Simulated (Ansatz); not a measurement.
Ansatz results at the PBE0-D4/def2-TZVP geometry: size of the dipole moment (ωB97M-V/def2-TZVPP) 2.05 D; zero-point energy (PBE0-D4/def2-TZVP) 131.4 kJ/mol; size of the dipole moment (PBE/def2-TZVPP) 1.90 D.

Task: Which molecule gave them?
A. `FC(F)(F)C1(F)OC1(F)F`
B. `FC(F)C1CO1`
C. `COCCF`
D. `FC1(F)CC1(F)F`

Result: D. The others give `FC(F)(F)C1(F)OC1(F)F`: 0.47, 103.7, 0.41; `FC(F)C1CO1`: 2.22, 187.5, 2.05; `COCCF`: 1.02, 266.5, 0.94.
